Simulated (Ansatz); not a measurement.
A nudged elastic band was laid between two geometries of H2 + H4HfO4 (11 atoms, charge 0, multiplicity 1).

These are results of Ansatz, RKS BLYP/def2-SVP, not measurements.

- movable images: 7
- climbing image: yes
- spring: 5.0 eV/Å²
- optimiser: quadratic models (default)
- start path: through a guess of the saddle point
- force threshold: 0.05 eV/Å
- iteration limit: 60
- end points: relaxed

Initial state:

```xyz
11
Properties=species:S:1:pos:R:3
Hf -0.400 0.271 -0.601
O 0.490 -1.336 0.081
O -1.167 -0.102 -2.357
O -1.818 0.790 0.637
O 0.908 1.713 -0.750
H 1.608 -1.161 2.373
H 1.967 -1.198 3.050
H 0.849 -2.226 0.198
H -1.609 -0.156 -3.214
H -2.438 1.028 1.337
H 1.609 2.377 -0.754
```

Final state:

```xyz
11
Properties=species:S:1:pos:R:3
Hf -0.240 0.339 0.226
O 1.579 -1.223 -0.146
O -0.731 -1.000 -1.210
O -1.956 1.180 0.594
O 1.064 1.782 0.000
H 1.688 -1.759 0.667
H 0.009 -0.483 1.912
H 1.033 -1.772 -0.761
H -1.561 -1.073 -1.712
H -2.675 1.764 0.871
H 1.791 2.244 -0.442
```

(1) Which bonds break or form, and what moves?

(2) Give the energies along the band, and the barrier.

(3) What is the geometry of the highest image?

(4) What are the harmonic wavenumbers there?

The band took 37 iterations and about 23 core-minutes.

Answers

(1) Bonds broken: H6–H7. Bonds formed: Hf1–H7, O2–H6. H2 + H4HfO4 becomes H6HfO4.

(2) The forces met the threshold. The highest image is number 6 of 0 to 8, 1.22 eV above the first end and 0.31 eV above the last; the last end lies 0.91 eV above the first. A vibrational analysis at the climbing image gives one clearly imaginary mode, 888i cm⁻¹: a first-order saddle point. The orbitals stay closed-shell, which can raise the energy where a bond breaks towards radicals; this wasn't checked here.

```json
{"image": "0", "path coordinate (Å)": "0.00", "energy (eV)": "0.00", "H6–H7 (Å)": "0.77", "Hf1–H7 (Å)": "4.59", "O2–H6 (Å)": "2.56"}
{"image": "1", "path coordinate (Å)": "0.84", "energy (eV)": "0.00", "H6–H7 (Å)": "0.77", "Hf1–H7 (Å)": "4.55", "O2–H6 (Å)": "2.54"}
{"image": "2", "path coordinate (Å)": "1.68", "energy (eV)": "0.01", "H6–H7 (Å)": "0.77", "Hf1–H7 (Å)": "4.33", "O2–H6 (Å)": "2.52"}
{"image": "3", "path coordinate (Å)": "2.52", "energy (eV)": "0.06", "H6–H7 (Å)": "0.77", "Hf1–H7 (Å)": "3.84", "O2–H6 (Å)": "2.40"}
{"image": "4", "path coordinate (Å)": "3.36", "energy (eV)": "0.23", "H6–H7 (Å)": "0.77", "Hf1–H7 (Å)": "3.21", "O2–H6 (Å)": "2.20"}
{"image": "5", "path coordinate (Å)": "4.20", "energy (eV)": "0.58", "H6–H7 (Å)": "0.78", "Hf1–H7 (Å)": "2.54", "O2–H6 (Å)": "1.90"}
{"image": "6", "path coordinate (Å)": "5.04", "energy (eV)": "1.22", "H6–H7 (Å)": "1.07", "Hf1–H7 (Å)": "2.09", "O2–H6 (Å)": "1.22"}
{"image": "7", "path coordinate (Å)": "6.15", "energy (eV)": "0.96", "H6–H7 (Å)": "1.94", "Hf1–H7 (Å)": "1.92", "O2–H6 (Å)": "0.99"}
{"image": "8", "path coordinate (Å)": "7.26", "energy (eV)": "0.91", "H6–H7 (Å)": "2.45", "Hf1–H7 (Å)": "1.89", "O2–H6 (Å)": "0.98"}
```

(3) 
```xyz
11
Properties=species:S:1:pos:R:3
Hf -0.002 0.215 -0.048
O 1.464 -1.424 0.194
O -0.802 -0.720 -1.593
O -1.562 1.152 0.669
O 1.227 1.675 -0.498
H 0.855 -1.270 1.242
H 0.165 -0.697 1.823
H 1.265 -2.295 -0.206
H -1.562 -0.601 -2.185
H -2.291 1.336 1.280
H 1.242 2.628 -0.677
```

(4) 888i, 83, 137, 146, 157, 176, 215, 234, 260, 310, 337, 355, 393, 478, 524, 555, 647, 659, 672, 952, 1371, 1603, 1754, 3670, 3779, 3792, 3825 cm⁻¹.

The run took 12 min on 2 threads of Arm Neoverse V1, on a shared host, peak memory 0.17 GiB.
